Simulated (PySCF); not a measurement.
Dipole moment (D) of eight silicon and germanium compounds: PBE beside r2SCAN, computed with PySCF for isolated molecules in the bases named; differences from unrounded values. The eight are the first of their class met in an unordered collection, after screening for sound electronic states; none was chosen by its value, except that the dipole had to exceed 0.05 D. Each molecule has one DFT geometry for both levels.

```csv
molecule,basis,r2SCAN
"CH6Cl2Si2, SMILES Cl[SiH](Cl)C[SiH3]",def2-TZVP,2.11
"FH6NOSi2, SMILES N[Si@@H](O)[SiH2]F",def2-TZVP,1.96
"C₂H₉FOSi₂, SMILES OC[Si@H](F)C[SiH3]",def2-TZVP,2.01
"ClGeH6NSi, SMILES Cl[Si@@H]([GeH3])N",def2-TZVP,1.96
"Ge(H)2(F)(OMe) (CH5FGeO), SMILES C[O][GeH2][F]",def2-TZVP,1.77
"C₄H₁₃NSi, SMILES N(C)(C)C[SiH2]C",def2-TZVP,0.91
"C₃H₇FOSi, SMILES FC[SiH2]CC=O",def2-TZVP,2.70
"C₅H₈Si, SMILES [SiH2](C(=C)C#C)C",def2-TZVP,0.62
```

### Question
Estimate the PBE values and say how PBE differs from r2SCAN over the set. (The exact figures need the calculation; the answer reports its results.)

### Answer

```json
[
 {"molecule": "CH6Cl2Si2, SMILES Cl[SiH](Cl)C[SiH3]", "PBE": "2.02", "difference": "-0.08"},
 {"molecule": "FH6NOSi2, SMILES N[Si@@H](O)[SiH2]F", "PBE": "1.94", "difference": "-0.02"},
 {"molecule": "C₂H₉FOSi₂, SMILES OC[Si@H](F)C[SiH3]", "PBE": "1.93", "difference": "-0.08"},
 {"molecule": "ClGeH6NSi, SMILES Cl[Si@@H]([GeH3])N", "PBE": "1.94", "difference": "-0.03"},
 {"molecule": "Ge(H)2(F)(OMe) (CH5FGeO), SMILES C[O][GeH2][F]", "PBE": "1.71", "difference": "-0.06"},
 {"molecule": "C₄H₁₃NSi, SMILES N(C)(C)C[SiH2]C", "PBE": "0.89", "difference": "-0.02"},
 {"molecule": "C₃H₇FOSi, SMILES FC[SiH2]CC=O", "PBE": "2.59", "difference": "-0.11"},
 {"molecule": "C₅H₈Si, SMILES [SiH2](C(=C)C#C)C", "PBE": "0.62", "difference": "0.00"}
]
```
PBE lies below r2SCAN in 7 and above it in 0 of the eight; the mean signed difference is -0.05 and the largest -0.11 D.
